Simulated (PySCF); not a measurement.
Breaking a bond: NaF, singlet. Each curve is given relative to its own lowest point near equilibrium.

```csv
R / Å,A,B,C,D
1.53,1.960,2.006,1.717,1.645
1.62,0.997,1.019,0.816,0.740
1.75,0.276,0.279,0.185,0.134
1.82,0.097,0.097,0.048,0.019
1.85,0.052,0.050,0.019,0.000
1.92,0.001,0.000,0.000,0.007
1.96,0.000,0.000,0.014,0.036
2.02,0.027,0.029,0.061,0.106
2.11,0.113,0.119,0.173,0.252
2.22,0.264,0.275,0.353,0.473
2.38,0.526,0.541,0.660,0.836
2.57,0.857,0.875,1.047,1.286
2.86,1.346,1.376,1.620,1.954
3.18,1.829,1.874,2.179,2.628
3.47,2.205,2.267,2.600,3.152
3.89,2.634,2.744,3.055,3.751
4.27,2.902,3.096,3.333,4.142
4.76,3.141,3.464,3.574,4.501
5.18,3.285,3.721,3.720,4.737
5.73,3.418,3.999,3.857,4.982
6.76,3.575,4.393,4.013,5.295
7.69,3.661,4.655,4.087,5.467
```

Energies in eV.

**Question.** Assign the columns to these levels of theory: PySCF with CCSD on RHF/aug-cc-pVDZ, 2 core orbitals frozen; restricted BP86/6-31G*, spherical d in PySCF 2.14.0; PySCF with restricted M06-2X/6-31G*, spherical d; unrestricted B3LYP/aug-cc-pVDZ in PySCF.

**Answer.** A is UKS-B3LYP; B is RCCSD; C is RKS-BP86/6-31G*; D is RKS-M06-2X/6-31G*.

The restricted form behind RKS-BP86/6-31G*, RKS-M06-2X/6-31G* keeps the bonding electrons paired and can't separate into open-shell fragments. The unrestricted determinant behind UKS-B3LYP is spin-contaminated at 3.89 to 7.69 Å (<S²> up to 0.5, against 0.00 for a pure singlet). At the longest distance UKS-B3LYP leaves fractional charges on the fragments, a sign of delocalisation error or of the restricted form.
